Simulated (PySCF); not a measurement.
`C=C[C@@]1(B(Cl)Cl)C[C@@H]1F`, C5H6BCl2F

Molfile (atoms numbered from 1):
```
C5H6BCl2F
     RDKit          3D

 15 15  0  0  0  0  0  0  0  0999 V2000
    2.1457   -0.5375   -0.1030 C   0  0  0  0  0  0  0  0  0  0  0  0
    1.1313   -0.1378    0.6405 C   0  0  0  0  0  0  0  0  0  0  0  0
   -0.2176    0.2287    0.1074 C   0  0  1  0  0  0  0  0  0  0  0  0
   -0.5811    1.7588    0.1469 B   0  0  0  0  0  0  0  0  0  0  0  0
   -1.9020    2.3921   -0.7450 Cl  0  0  0  0  0  0  0  0  0  0  0  0
    0.3817    2.8413    1.0743 Cl  0  0  0  0  0  0  0  0  0  0  0  0
   -0.8073   -0.6484   -0.9921 C   0  0  0  0  0  0  0  0  0  0  0  0
   -1.3051   -0.7995    0.3927 C   0  0  2  0  0  0  0  0  0  0  0  0
   -2.5591   -0.3780    0.7001 F   0  0  0  0  0  0  0  0  0  0  0  0
    2.0665   -0.6346   -1.1731 H   0  0  0  0  0  0  0  0  0  0  0  0
    3.1021   -0.7755    0.3288 H   0  0  0  0  0  0  0  0  0  0  0  0
    1.2427   -0.0292    1.7112 H   0  0  0  0  0  0  0  0  0  0  0  0
   -1.4603   -0.1687   -1.7045 H   0  0  0  0  0  0  0  0  0  0  0  0
   -0.1917   -1.4362   -1.3955 H   0  0  0  0  0  0  0  0  0  0  0  0
   -1.0501   -1.6675    0.9894 H   0  0  0  0  0  0  0  0  0  0  0  0
  1  2  2  0
  2  3  1  0
  3  4  1  6
  4  5  1  0
  4  6  1  0
  3  7  1  0
  7  8  1  0
  8  9  1  0
  8  3  1  0
  1 10  1  0
  1 11  1  0
  2 12  1  0
  7 13  1  0
  7 14  1  0
  8 15  1  1
M  END
```

Computed with TDDFT PBE0/def2-SVPD circular dichroism and optical rotation, one conformer, gas phase (PySCF 2.14.0). Geometry: GFN2-xTB.

The molecule is flexible and this is one conformer; a measurement averages over conformers.

Stereocentres: C3 R, C8 S.

(1) Give the optical rotatory dispersion at 633, 589.3, 546, 436, 405, 365, 355 nm.

(2) And for the mirror image at 589.3 nm?

(3) What is the molar rotation [Φ] = [α]·M/100 of the geometry above at 589.3 nm?

Answers

(1) [α] in deg dm⁻¹ (g/mL)⁻¹:
| λ (nm) | origin-invariant length gauge | modified velocity gauge | length gauge (centre of mass) | isotropic polarisability (au) |
| --- | --- | --- | --- | --- |
| 633 | +61.8 | +73.3 | +60.5 | 99.3 |
| 589.3 | +72.0 | +85.6 | +70.5 | 99.7 |
| 546 | +85.0 | +101.2 | +83.2 | 100.2 |
| 436 | +140.7 | +169.0 | +137.6 | 102.5 |
| 405 | +167.1 | +201.4 | +163.2 | 103.5 |
| 365 | +214.3 | +260.2 | +208.9 | 105.4 |
| 355 | +229.3 | +279.2 | +223.4 | 106.0 |

(2) -72.0 deg dm⁻¹ (g/mL)⁻¹ (origin-invariant length gauge): the same size and the opposite sign.

(3) With M = 166.81 g/mol, +120.1 deg cm² dmol⁻¹ (origin-invariant length gauge).

The first excitation lies at 5.13 eV (242 nm) with R = -1.7 × 10⁻⁴⁰ esu² cm² (velocity form).
